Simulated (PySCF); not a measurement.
## Relaxation of singlet SeF2

Method: PBE0 in PySCF with Se def2-TZVP, F def2-TZVP; no relativity; density-fitted integrals. A (50,194) grid was used.

A hand-made bent start, of C2v symmetry, held to at least that symmetry:

```xyz
3
charge 0 multiplicity 1, angstrom
Se    0.0000    0.0000   -0.3327
F     1.4745    0.0000    0.6997
F    -1.4745    0.0000    0.6997
```

At each step, columns x, y, z (Å) and Fx, Fy, Fz (eV/Å):

```
step 0  E − E(last) = 25.20 kJ/mol
Se   0.000   0.000  -0.333   0.000   0.000   0.876
F    1.474   0.000   0.700  -1.604   0.000  -0.438
F   -1.474   0.000   0.700   1.604   0.000  -0.438
step 1  E − E(last) = 0.91 kJ/mol
Se   0.000   0.000  -0.399   0.000   0.000   0.108
F    1.322   0.000   0.733  -0.312   0.000  -0.054
F   -1.322   0.000   0.733   0.312   0.000  -0.054
step 2  E − E(last) = 0.08 kJ/mol
Se   0.000   0.000  -0.422   0.000   0.000   0.115
F    1.279   0.000   0.744   0.027   0.000  -0.058
F   -1.279   0.000   0.744  -0.027   0.000  -0.058
step 3  E − E(last) = 0.03 kJ/mol
Se   0.000   0.000  -0.411   0.000   0.000  -0.147
F    1.288   0.000   0.739   0.056   0.000   0.073
F   -1.288   0.000   0.739  -0.056   0.000   0.073
step 4  E − E(last) = 0.00 kJ/mol
Se   0.000   0.000  -0.414   0.000   0.000   0.028
F    1.290   0.000   0.741  -0.024   0.000  -0.014
F   -1.290   0.000   0.741   0.024   0.000  -0.014
step 5  E − E(last) = 0.00 kJ/mol
Se   0.000   0.000  -0.415   0.000   0.000   0.001
F    1.288   0.000   0.741   0.002   0.000  -0.001
F   -1.288   0.000   0.741  -0.002   0.000  -0.001
```

It ends at C2v with Se–F 1.730 Å (×2); F–Se–F 96.5° (after a last refinement on a finer grid). A frequency run shows a minimum. Other isomers or separated fragments may lie lower.

The relaxation took about 18 core-seconds on a shared host.
